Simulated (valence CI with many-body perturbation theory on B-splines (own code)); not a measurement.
## Questions on Cs XXXIV

Computed by relativistic CI+MBPT: four valence electrons over a frozen Dirac-Fock core [Ar], a basis of 7 s, 7 p, 8 d, 6 f, 4 g, 1 h functions for each j, with the one-electron correlation potential Σ1 (screened to all orders), the two-electron term Σ2, the three-electron term Σ3, Breit, model QED; selected single and double excitations, second order for the rest, scaled by the run's own slope (own B-spline code, finite nucleus).

The last digits are not significant, and no measured levels were compared; by estimate large intervals hold to a few tenths of a per cent, small ones and those within an open d or f shell to about a per cent. Only levels of the ground parity were solved; by the run's estimate the other parity begins above the list, which can be wrong where configurations are misplaced.

Levels are named by their leading jj configuration (3d3/2^4 stands for four electrons in 3d with j = 3/2), which in mixed levels can hold well under half, so a name can repeat and another be missing.

Rates and lifetimes use the calculated energies. Strong lines usually hold to 10 to 20 %, long lifetimes can be off by a factor of two.

Question: What is the ground level?

Answer: (3d3/2^4) J=0, composition 52 % 3d⁴ ³P + 40 % 3d⁴ ⁵D + 9 % 3d⁴ ¹S.

Question: How well does LS coupling describe the low levels?

Answer: Among the lowest 20 levels the leading LS term, summed over configurations, holds 54 % on average. For single configurations the figures are 54 % in LS and 84 % in jj coupling. Terms mix most in the J = 4 level at 19.708 eV, where the leading one holds 32 %.

Question: What is the ionisation energy?

Answer: 2138.1 eV; NIST lists 2137 ± 5 eV (theoretical).
